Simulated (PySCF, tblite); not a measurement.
Isomers of C5H10Si, one GFN2-xTB conformer each. Single-point energies are computed at PBE0/pcSseg-1 (PySCF, gas phase, no added dispersion term), electronic only.

Question: Rank them by PBE0/pcSseg-1 energy, lowest first (kJ/mol).
A. `[CH3:1][CH2:2][C:3]1=[CH:4][C@H:5]1[SiH3:6]` with C1–C2–C3–C4 1°
B. `[CH2:1]=[CH:2][CH:3]1[CH2:4][SiH2:5][CH2:6]1` with C1–C2–C3–C4 125°
C. `[CH:1]#[C:2][CH2:3][C@@H:4]([CH3:5])[SiH3:6]` with C2–C3–C4–C5 64°

Answer: B (0.0), C (82.4), A (121.9).

As drawn, the lowest has a four-membered ring, which the highest lacks; the highest has a three-membered ring, which the lowest lacks. GFN2-xTB itself gives, in the same order: 0.0, 37.9, 93.4. Both levels put the same isomer lowest; measured from each level's own lowest isomer, the values differ by up to 44.5 kJ/mol (C#CC[C@@H](C)[SiH3]: 37.9 against 82.4).

Question: Which frontier levels, dipoles and rotational constants go with these structures?

Answer: 
```tsv
SMILES	HOMO (eV, PBE0/pcSseg-1)	LUMO (eV)	dipole (D)	A, B, C (MHz)
C=CC1C[SiH2]C1	-7.34	0.11	0.28	7246, 1669, 1545
C#CC[C@@H](C)[SiH3]	-7.74	0.54	0.31	6456, 1423, 1242
CCC1=C[C@H]1[SiH3]	-6.58	0.20	1.61	6809, 1351, 1236
```

Question: What happens when harmonic zero-point energies from GFN2-xTB frequencies are added?

Answer: 
```
             SMILES  ZPE (kJ/mol)  electronic (kJ/mol)  with ZPE (kJ/mol)
     C=CC1C[SiH2]C1         339.5                  0.0                0.0
C#CC[C@@H](C)[SiH3]         328.7                 82.4               71.6
 CCC1=C[C@H]1[SiH3]         328.0                121.9              110.4
```

The zero-point energies span 11.5 kJ/mol. The order is unchanged.

Question: As an exercise, what shares would exp(−E/RT) give at 2000 K from these electronic energies alone (no entropy, no degeneracies)?

Answer: RT = 16.629 kJ/mol: C=CC1C[SiH2]C1 99.2 %, C#CC[C@@H](C)[SiH3] 0.7 %, CCC1=C[C@H]1[SiH3] 0.1 %.
